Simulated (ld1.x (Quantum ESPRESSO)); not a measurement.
## Transferability test, TM potential for titanium

Ti, norm-conserving Troullier–Martins (Kleinman–Bylander form), made with ld1.x (Quantum ESPRESSO) 7.5 (PBEsol, fully relativistic). Core [Ne], reference 3s2 3p6 3d2 4s1.5 4p0 (charge +0.5). Waves: 3s (bound): rc 1.20 bohr; 3p (bound): rc 1.00 bohr; 3d (bound): rc 2.30 bohr. Local part: all-electron potential smoothed inside 1.50 bohr (lloc = -1). Core correction: none.

Open shells are filled in proportion to 2j + 1 (rel_dist='average').

Occupied shells without a wave of their own: 4s. They enter only through the test configuration that unscreens the potential.

Energies are relative to the spin-unpolarised reference configuration 3s2 3p6 3d2 4s1.5 4p0; without spin polarisation the order of configurations can differ from experiment.

Give the all-electron excitation energy and the error of the potential for: 3s2 3p6 3d2 4s2 4p0; 3s2 3p6 3d2 4s1 4p0; 3s2 3p6 3d2 4s0 4p0; 3s2 3p6 3d0 4s0 4p0; 3s2 3p6 3d2 4s1 4p1; 3s1 3p6 3d2 4s2 4p0; 3s2 3p6 3d2 4s0 4p2.

```tsv
valence configuration	charge	ΔE all-electron (eV)	error AE − PS (meV)
3s2 3p6 3d2 4s2 4p0	0	-2.944	-34
3s2 3p6 3d2 4s1 4p0	+1	4.415	+45
3s2 3p6 3d2 4s0 4p0	+2	17.886	+176
3s2 3p6 3d0 4s0 4p0	+4	88.025	+1381
3s2 3p6 3d2 4s1 4p1	0	0.149	+37
3s1 3p6 3d2 4s2 4p0	+1	66.528	-273
3s2 3p6 3d2 4s0 4p2	0	3.362	+118
```

Levels in the configuration 3s2 3p6 3d0 4s0 4p0:

```
   level  all-electron (eV)  pseudo (eV)
3s j=1/2           -113.715     -112.531
3p j=1/2            -89.785      -88.684
3p j=3/2            -89.049      -87.963
```

ld1.x printed “convergence not achieved” for 2 of the counted tests; their residual had stalled under 1e-8, short of the target of 1e-14. The 4s level has no wave, so the channel is fitted at the deeper level alone: the likely source of the large errors.

A Bessel basis up to 400 Ry misses an occupied level by 0.02 Ry, so cutoffs and ghosts were not judged.
